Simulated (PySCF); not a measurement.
A calculated (M06-L, PySCF 2.14, 6-31G*, no relativity, point nucleus) atom or ion has these occupied shells.

```tsv
shell	electrons	orbital energy (eV)	rms radius, mean of both spins (bohr)
1s α	1	-748.65	0.204
1s β	1	-745.84	0.204
2s α	1	-94.020	0.967
2s β	1	-88.009	0.967
2p α	2	-75.800	0.905
```

Name the element and its charge.

F³⁺ (fluorine, charge +3), in [He] 2s2 2p2, high-spin 3P determinant.
